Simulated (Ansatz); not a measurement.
The lowest singlet and triplet of ClHSi (SMILES [SiH]Cl); geometries from B3LYP-D3(BJ)/def2-TZVP, each state relaxed from the structure named, with no frequency check.
Singlet at the triplet's geometry (charge 0, multiplicity 1):
```xyz
3

Si    -0.977     0.454     0.000
Cl     0.927    -0.341     0.000
H     -2.082    -0.548     0.000
```

A positive gap puts the triplet lower; no zero-point energy. R- takes a restricted singlet. The triplet is unrestricted in single-reference levels. Active spaces average the two states.

Cores are frozen in the correlated methods.

Run with Ansatz (Gaussian orbitals). 

R-PBE/def2-TZVPP gives -22.67 kcal/mol for the gap E(singlet) − E(triplet), vertical, at the triplet's geometry.

Task: How do the other levels lie against it? Give each less PBE: R-r2SCAN/def2-TZVPP, R-PBE0/def2-TZVPP, R-wB97M-V/def2-TZVPP, R-B2PLYP/def2-TZVPP, R-MP2/cc-pV(Q+d)Z, R-CCSD(T)/cc-pV(Q+d)Z, SC-NEVPT2 on SA-CASSCF(2,2)/cc-pV(Q+d)Z, FIC-MRCISD+Q on SA-CASSCF(2,2)/cc-pV(Q+d)Z.

Result: R-r2SCAN/def2-TZVPP 5.58; R-PBE0/def2-TZVPP 1.35; R-wB97M-V/def2-TZVPP -8.27; R-B2PLYP/def2-TZVPP -3.67; R-MP2/cc-pV(Q+d)Z -1.98; R-CCSD(T)/cc-pV(Q+d)Z -4.47; SC-NEVPT2 on SA-CASSCF(2,2)/cc-pV(Q+d)Z -5.81; FIC-MRCISD+Q on SA-CASSCF(2,2)/cc-pV(Q+d)Z -4.42 kcal/mol. 2 of 8 lie above PBE; the widest gap is to R-wB97M-V/def2-TZVPP.

Doubts at one or more of the structures used: a restricted determinant that unrestricted orbitals would lower (R-r2SCAN/def2-TZVPP, R-B2PLYP/def2-TZVPP, R-MP2/cc-pV(Q+d)Z, R-CCSD(T)/cc-pV(Q+d)Z).

Ansatz is an electronic-structure program.
